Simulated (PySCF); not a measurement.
Computed shifts of a molecule C2H9NOSi2, PBE0/pcSseg-1 run with PySCF, GIAO, gas phase, atoms alike by connectivity averaged where their shifts nearly agree, in ppm (number of nuclei): ¹³C: 215.4 (1), -2.1 (1). ²⁹Si: -30.3 (1), -32.2 (1). ¹⁵N: 513.7 (1). ¹H: 10.70 (1), 5.74 (1), 5.40 (1), 5.27 (1), 5.22 (1), 1.18 (1), 0.83 (3). References: ¹³C against TMS (σ = 186.3 ppm); ²⁹Si against TMS (σ = 352.7 ppm); ¹⁵N against NH3 (σ = 267.4 ppm); ¹⁷O against H2O (σ = 334.2 ppm); ¹H against TMS (σ = 31.56 ppm), references at their B3LYP-D3(BJ)/def2-TZVP geometries, non-relativistic. Geometry: B3LYP-D3(BJ)/def2-SVP. Other conformers were not sampled.

**Question.** Pick the molecule that these values belong to.
A. C[SiH2]/N=C\[SiH2]O
B. C[Si@]1(N)CO[SiH2]1
C. C[C@H]1N[SiH2]O[SiH2]1
D. N[C@@H]1[SiH2]C[Si@H]1O

**Answer.** A, C[SiH2]/N=C\[SiH2]O
